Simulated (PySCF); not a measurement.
## Working out the excitation energy of Br+

Br+ [Ar] 3d10 4s2 4p4 (3P) → Br+ [Ar] 3d10 4s2 4p3 4d1 (5D). Computed with PySCF 2.14 in aug-cc-pVDZ-PP with ECP10MDF (5s4p3d, 32 functions), with scalar relativity through the core potential. Frozen: 3s2 3p6 3d10. Energies in hartree (1 hartree = 27.21139 eV):

```json
{"part": "UHF", "Br+ (lower)": "-415.079751", "Br+ (upper)": "-414.619017"}
{"part": "CCSD correlation", "Br+ (lower)": "-0.090516", "Br+ (upper)": "-0.070009"}
{"part": "(T)", "Br+ (lower)": "-0.001125", "Br+ (upper)": "-0.000624"}
```

Q: What does Hartree-Fock give?

A: (-414.619017) − (-415.079751) = 0.460734 hartree = 12.537 eV.

Q: What do CCSD and CCSD(T) give?

A: The CCSD correlation energies differ by 0.020507 hartree = 0.558 eV and the triples by 0.000501 hartree = 0.014 eV, so CCSD gives 13.095 eV and CCSD(T) 13.109 eV.

Measured between the centres of the two terms (NIST): 12.722 eV, so CCSD(T) (valence) is off by 0.387 eV.

A double-zeta basis recovers only part of the correlation energy.

What remains against the reference includes basis incompleteness, the frozen core and higher excitations.
